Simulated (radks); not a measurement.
Problem. Excited configurations of Sc IV: one electron is placed in a higher orbital outside [Ne] 3s2 3p5. The ground configuration is [Ar]. Calculated with a radial shooting solver on a logarithmic mesh with Libxc functionals: scalar-relativistic Kohn-Sham, SCAN, spin-polarised, spherical densities, finite nucleus; open shells are filled with parallel spins first; meta-GGA in the generalised Kohn-Sham scheme; Fermi nuclear charge, rms radius 3.5459 fm. Excitation = E - E(ground); binding = E(ion) - E, where the ion is the core of charge +4; n* = 4/sqrt(2 binding) in atomic units, and the quantum defect is n - n*.

| outer orbital | excitation (eV) | binding (eV) | n* | quantum defect | eigenvalue (eV) | <r> (bohr) |
|---|---|---|---|---|---|---|
| 4p | 47.912 | 26.273 | 2.878 | 1.122 | -23.473 | 2.961 |
| 4f | 60.495 | 13.690 | 3.988 | 0.012 | -11.641 | 4.339 |
| 5f | 65.225 | 8.960 | 4.929 | 0.071 | -7.858 | 7.565 |
| 6p | 65.034 | 9.152 | 4.877 | 1.123 | -8.258 | 8.808 |

Estimate the row for 6f.

Solution. excitation (eV) 67.912; binding (eV) 6.273; n* 5.891; quantum defect 0.109; eigenvalue (eV) -5.577; <r> (bohr) 11.56. The Delta-SCF ionisation energy is 74.185 eV (NIST Atomic Spectra Database: 73.489 eV, measured). Self-interaction in the functional shifts the binding energies and quantum defects, so they are the method's values and not measured ones. Open shells are spherical and high-spin; term and fine-structure splittings are not resolved.
